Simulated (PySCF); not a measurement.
**Ionisation energy of Mn²⁰⁺ by level of theory**

Mn²⁰⁺ [He] 2s2 2p1 (2P) → Mn²¹⁺ [He] 2s2 (1S), as a difference of total energies. All numbers are calculated (PySCF 2.14, no relativity, point nucleus, in an even-tempered Gaussian basis (17 s from 3.8 bohr⁻², ratio 2.2; 11 p from 4.9 bohr⁻², ratio 2.2; 6 d from 22 bohr⁻², ratio 2.4; 5 f from 32 bohr⁻², ratio 2.4; 4 g from 49 bohr⁻², ratio 2.4)). Correlated levels: nothing frozen; virtual orbitals above 40 to 60 times the deepest correlated orbital energy dropped. The calculations carry no spin-orbit coupling.

Problem. Order these methods by the ionisation energy they give, lowest first.
A. LDA
B. SCS-MP2 (all electrons)
C. PW91
D. PBE

Solution. A (1629.8 eV), B (1630.7 eV), D (1632.5 eV), C (1633.2 eV).

A first-order spin-orbit estimate (lowest level to lowest level, LS coupling) adds 7.973 eV.

These non-relativistic numbers lack the scalar-relativistic shift.

For comparison: 1643.2 ± 0.7 eV (semi-empirical (NIST evaluation); NIST Atomic Spectra Database, ionization energies).
